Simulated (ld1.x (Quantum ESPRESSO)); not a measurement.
# magnesium, ultrasoft: configuration errors across variants

- Element: Mg (Z = 12)
- Generator: ld1.x (Quantum ESPRESSO) 7.5
- Type: ultrasoft
- Functional: PBE
- Relativity: scalar-relativistic
- Frozen core: [He] 2s2
- Valence charge: 8
- Reference configuration: 2p6 3s1 3p1
- Partial waves: 3s (bound): rcut 2.05, rcutus 2.75 bohr; 3s channel at 0.05 Ry: rcut 2.05, rcutus 2.75 bohr; 2p (bound): rcut 1.05, rcutus 1.15 bohr; 3p (bound): rcut 1.05, rcutus 1.15 bohr
- Local potential: all-electron potential smoothed inside 0.95 bohr (lloc = -1)
- Core correction: a·sin(br)/r model core, default radius (core density twice the valence density)
- Augmentation charge: built from norm-conserving waves at rcut, not smoothed further

All-electron excitation energies from the reference (eV): (1) 2p6 3s2 3p0 -3.491; (2) 2p6 3s1 3p0 4.469; (3) 2p6 3s0 3p0 19.495.

The overlap operator is not positive definite (basis up to 400 Ry) in “all radii but the core radius scaled by about 1.27 (s 3.48, p 1.46 bohr, rcut 2.60/1.34); local potential all-electron potential smoothed inside 1.20 bohr (lloc = -1)”. Such files are unfit for use, however small their errors in these radial tests.

Tests that are not counted but printed errors over 1 eV. “local potential all-electron potential smoothed inside 1.10 bohr (lloc = -1)”: 2p5 3s2 3p0 (solver errors, printed error -17.3 eV). “all radii but the core radius scaled by about 1.27 (s 3.48, p 1.46 bohr, rcut 2.60/1.34); local potential all-electron potential smoothed inside 1.20 bohr (lloc = -1)”: 2p5 3s2 3p0 (solver errors, printed error -17.8 eV).

3 further variants failed, have other tests or another functional or relativity, and are left out.

A true bound ghost makes a file unfit for plane-wave use even where its test errors are small: the radial tests pick states by their node count and pass the ghost by. Where a test does run into it, the solver fails or the error is huge.

The file “base” misses its own reference levels by 0.7 eV. The file “wave 3s channel at 0.05 Ry: rcut 2.05, rcutus 2.75 bohr becomes 3s channel at 1.19 Ry: rcut 2.05, rcutus 2.75 bohr” misses its own reference levels by 0.7 eV. The file “local potential all-electron potential smoothed inside 1.10 bohr (lloc = -1)” misses its own reference levels by 0.7 eV. The file “all radii but the core radius scaled by about 1.27 (s 3.48, p 1.46 bohr, rcut 2.60/1.34); local potential all-electron potential smoothed inside 1.20 bohr (lloc = -1)” misses its own reference levels by 1.1 eV.

Errors AE − PS in meV (a dash: test not solved or not reliable):

```tsv
change	(1)	(2)	(3)	bound ghosts
base	+450	+450	+457	not determined
wave 3s channel at 0.05 Ry: rcut 2.05, rcutus 2.75 bohr becomes 3s channel at 1.19 Ry: rcut 2.05, rcutus 2.75 bohr	–	–	–	not determined
local potential all-electron potential smoothed inside 1.10 bohr (lloc = -1)	+451	+451	+458	not determined
all radii but the core radius scaled by about 1.27 (s 3.48, p 1.46 bohr, rcut 2.60/1.34); local potential all-electron potential smoothed inside 1.20 bohr (lloc = -1)	+598	+598	+596	not determined (overlap not positive)
```

Task: Give the same row for: augmentation PSQ, radius 0.90 bohr.

Result: 0.0, 0.0, -3.1; bound ghosts: s. Not counted: 2p5 3s2 3p0 (solver errors, printed error -17.6 eV).
